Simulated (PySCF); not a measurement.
# [PbI]+ relaxed at several levels

Computed with PySCF 2.14.0, def2-SVP on the ligands, density fitting, scalar-relativistic core potentials, no spin-orbit coupling, vacuum. Each row is relaxed at its own level from the same template. Distances are means of the shortest metal–ligand contacts, charges and spins Mulliken's; removal energies are rigid, with the ligand's formal charge and no counterpoise, so too large; for an anion taken off a cation in vacuum most of it is the attraction of opposite charges, and multiply charged cations can part far more cheaply with an electron moved from ligand to metal.

| level | basis on the metal | point group | M–I (Å) | charge on M (e) | HOMO–LUMO gap (eV) | removal of one I (eV) | strongest infrared band, degenerate modes summed (cm⁻¹) | unstable modes (below −25 cm⁻¹) |
| --- | --- | --- | --- | --- | --- | --- | --- | --- |
| PBE | def2-SVP with ECP60 | C∞v | 2.723 | 0.89 | 2.76 | 14.40 | 196 | 0 |

Problem. What does the calculation give for PBE0, def2-SVP with ECP60?

Solution. point group: C∞v, M–I (Å): 2.697, charge on M (e): 0.94, HOMO–LUMO gap (eV): 4.45, removal of one I (eV): 14.04, strongest infrared band, degenerate modes summed (cm⁻¹): 206, unstable modes (below −25 cm⁻¹): 0.
```xyz
2

Pb    0.0000    0.0000   -0.9937
I     0.0000    0.0000    1.7029
```

One start shape was tried for each, so a minimum needn't be the lowest isomer.
